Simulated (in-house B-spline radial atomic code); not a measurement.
Configurations of K⁺, with energies counted from [Ne] 3s2 3p6. Computed with an all-electron radial atomic-structure program (B-spline basis): Dirac-Hartree-Fock, average of configuration, Fermi nucleus of rms radius 3.4349 fm. Energies include first-order Breit, QED and recoil terms.

Occupations are held fixed; configurations that lie above the ionisation limit could autoionise.

| configuration | E - E(ref) (eV) | highest orbital | its <r> (bohr) |
| --- | --- | --- | --- |
| [Ne] 3s2 (3p1/2)1 (3p3/2)4 (5f7/2)1 | 28.616 | 5f7/2 | 15.68 |
| [Ne] 3s2 (3p1/2)1 (3p3/2)4 (6f5/2)1 | 29.283 | 6f5/2 | 23.92 |
| [Ne] 3s1 3p6 (6p3/2)1 | 49.861 | 6p3/2 | 15.69 |
| [He] 2s2 (2p1/2)2 (2p3/2)3 3s2 3p6 (5p1/2)1 | 303.22 | 5p1/2 | 9.261 |
| [He] 2s2 (2p1/2)2 (2p3/2)3 3s2 3p6 (6f7/2)1 | 305.95 | 6f7/2 | 23.93 |
| [He] 2s2 (2p1/2)1 (2p3/2)4 3s2 3p6 (7d3/2)1 | 308.93 | 7d3/2 | 29.35 |
| [He] 2s2 (2p1/2)1 (2p3/2)4 3s2 3p6 (7f5/2)1 | 309.14 | 7f5/2 | 33.66 |

Question: Order these further configurations by energy, lowest first.
A. [He] 2s2 (2p1/2)1 (2p3/2)4 3s2 3p6 4s1
B. [Ne] 3s2 (3p1/2)2 (3p3/2)3 (7f7/2)1
C. [Ne] 3s1 3p6 (4f5/2)1
D. [Ne] 3s2 (3p1/2)2 (3p3/2)3 (5d3/2)1
E. [Ne] 3s2 (3p1/2)2 (3p3/2)3 (7g7/2)1

Answer: D (27.802 eV), B (29.416 eV), E (29.418 eV), C (48.993 eV), A (299.11 eV).

Question: How far above the reference does [Ne] 3s1 3p6 (5g9/2)1 lie?

Answer: 50.224 eV; its least bound orbital is 5g9/2 with <r> = 13.75 bohr.

Question: How far above the reference does [Ne] 3s2 (3p1/2)2 (3p3/2)3 (6g7/2)1 lie?

Answer: 29.017 eV; its least bound orbital is 6g7/2 with <r> = 22 bohr.
